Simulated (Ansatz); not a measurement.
Start from `[OH][SnH]([Cl])[Cl]` and change one element to get `OC(Cl)Cl`.

Ansatz, PBE0-D4/def2-TZVP geometries, multiplicity 1. Each molecule was computed in one conformer, which needn't be the lowest.

Elements past krypton have def2 core potentials.

```
                                        property  `[OH][SnH]([Cl])[Cl]`
size of the dipole moment (B3LYP/def2-TZVPP) / D                   0.92
              HOMO energy (PBE0/def2-TZVPP) / eV                  -9.24
            HOMO–LUMO gap (PBE0/def2-TZVPP) / eV                   7.42
             HOMO–LUMO gap (PBE/def2-TZVPP) / eV                   4.89
         HOMO–LUMO gap (ωB97M-V/def2-TZVPP) / eV                  11.74
              LUMO energy (PBE0/def2-TZVPP) / eV                  -1.81
```

(1) What does the change do to each property? (Best estimate.)

## Answers

(1) The calculation gave: 
| property | `OC(Cl)Cl` | shift |
| --- | --- | --- |
| size of the dipole moment (B3LYP/def2-TZVPP) / D | 0.79 | -0.13 |
| HOMO energy (PBE0/def2-TZVPP) / eV | -8.70 | 0.54 |
| HOMO–LUMO gap (PBE0/def2-TZVPP) / eV | 8.44 | 1.02 |
| HOMO–LUMO gap (PBE/def2-TZVPP) / eV | 5.85 | 0.96 |
| HOMO–LUMO gap (ωB97M-V/def2-TZVPP) / eV | 12.87 | 1.13 |
| LUMO energy (PBE0/def2-TZVPP) / eV | -0.26 | 1.55 |

With PBE0 the HOMO rises by 0.54 eV and the LUMO rises by 1.55 eV, so the gap widens by about 1.01 eV. PBE moves the HOMO by 0.44 eV and ωB97M-V by 0.55 eV. Dipoles are sizes alone; their direction can turn.

B3LYP here is the variant with VWN-RPA as its local correlation; programs differ in this.
